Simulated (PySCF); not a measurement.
Job for PySCF: R-B3LYP/6-31G* on H2OSi (SMILES O[SiH]), a point of a torsion scan.

```python
from pyscf import gto, scf, dft, mp
from pyscf.data.elements import chemcore

mol = gto.M(
    atom='''
    O    -0.82753632    0.22649398    0.23775950
    Si    0.66969743    0.68293844   -0.19249300
    H    -1.38149753   -0.44150234   -0.17050273
    H     0.93359946   -0.20411611   -1.36829931
    ''',
    basis='6-31g*',
    cart=True,
    charge=0, spin=0, verbose=3, max_memory=1800)
mf = dft.RKS(mol, xc='b3lyp')
mf.conv_tol = 1e-8
mf.max_cycle = 100
mf.kernel()
if not mf.converged:
    mf = mf.newton().run(mf.mo_coeff, mf.mo_occ)
```

Output:

```
converged SCF energy = -365.89295607653
```

The run converged.

Cost: very roughly 3 core-seconds.
